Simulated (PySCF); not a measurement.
HAlClFSe (SMILES [F][Al]([Cl])[SeH]), singlet, at a GFN2-xTB geometry (such geometries of metal compounds can be far from the true shape). Base run: M062X/6-31G run with PySCF.

Input for PySCF:
```python
from pyscf import gto, scf, dft, solvent

mol = gto.M(
    atom='''
Al    0.07090545   -0.46661052    0.58425776
Cl    1.80408437   -1.49793956    0.54056999
F    -0.99924496   -0.70788691    1.82368913
Se   -0.61048183    1.07609139   -0.96889304
H    -1.84161832    1.31478426   -0.25587936
''',
    basis='6-31g',
    verbose=4,
)

mf = dft.RKS(mol)
mf.xc = 'm062x'
mf.kernel()
mf.analyze()
```

Base: dipole (D) 1.14; HOMO-LUMO gap (eV) 8.29.

A changed run: ΔE vs base (kcal/mol) -10.75; dipole (D) 1.28; HOMO-LUMO gap (eV) 8.40.

Task: Which change was made?
A. model = IEF-PCM; solvent = methanol; vdw_scale = 1.4
B. model = ddCOSMO; solvent = methanol
C. model = IEF-PCM; solvent = methanol; vdw_scale = 1.0
D. model = IEF-PCM; solvent = water
E. model = IEF-PCM; solvent = methanol; r_probe = 0.5

Result: D, model = IEF-PCM; solvent = water

The base is the gas phase, so ΔE is the electrostatic part of solvation at a fixed geometry, without cavity and dispersion terms.
